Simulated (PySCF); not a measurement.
Ligand exchange on a metal centre used in film growth or etching (Ti Cl-H). All species are isolated molecules in the gas phase.

These are PBE-D3(BJ)/def2-TZVP // r2SCAN-D4/def2-SVP (PySCF) values and carry that method's errors. All candidates: neutral, multiplicity 1. 

| Quantity | Value |
|---|---|
| HOMO | -8.05 eV |
| HOMO–LUMO gap | 3.55 eV |
| dipole moment | 0.35 D |

### Question
Say which member has these values.
A. [Ti(Cl)2(H)2]
B. [Ti(Cl)3(H)]
C. [Ti(Cl)(H)3]
D. [Ti(H)4]

### Answer
B, [Ti(Cl)3(H)]. The others give [Ti(H)4]: -7.43 eV, 3.14 eV, 0.00 D; [Ti(Cl)2(H)2]: -7.72 eV, 3.18 eV, 0.03 D; [Ti(Cl)(H)3]: -7.55 eV, 3.20 eV, 0.40 D
